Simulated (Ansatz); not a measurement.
Consider the formal exchange of groups at a C–O bond: `OC1=C[SiH2][SiH2]1` + CH₄ → `CC1=C[SiH2][SiH2]1` + H₂O.

Isolated molecules relaxed with PBE0-D4/def2-TZVP in Ansatz; ΔE leaves out vibrations. CCSD(T)/CBS adds triple-zeta CCSD(T) − MP2 to the extrapolated MP2 energy (def2 sets, frozen cores). This one scheme is used for every species. Functionals use def2-TZVPP. B3LYP here is the variant with VWN-RPA as its local correlation; programs differ in this. Each species was taken in one conformer, which may not be the lowest.

| level | ΔE (kJ/mol) |
| --- | --- |
| PBE | 3.9 |
| r2SCAN | 3.3 |
| B3LYP | 2.1 |
| CCSD(T)/def2-TZVPP | -11.9 |

Task: What does CCSD(T)/CBS give? (An estimate is asked.)

Result: The calculation gave: -16.1 kJ/mol. The listed levels differ from it by 20.0, 19.4, 18.2, 4.2 kJ/mol.

Largest T1 diagnostic among the species: 0.014.

From PBE to PBE0 (25 % exact exchange), in def2-TZVPP and without D4, ΔE moves by −5.9 kJ/mol. The D4 term adds −5.0 kJ/mol with B3LYP and −2.9 kJ/mol with PBE0; it sums over pairs of atoms, weighted by their polarisabilities, and B3LYP, whose exchange is more repulsive, gets the larger term.

CCSD(T)/CBS has its own doubt, a few kJ/mol and more with outer-core shells, so smaller differences from it don't rank the levels.
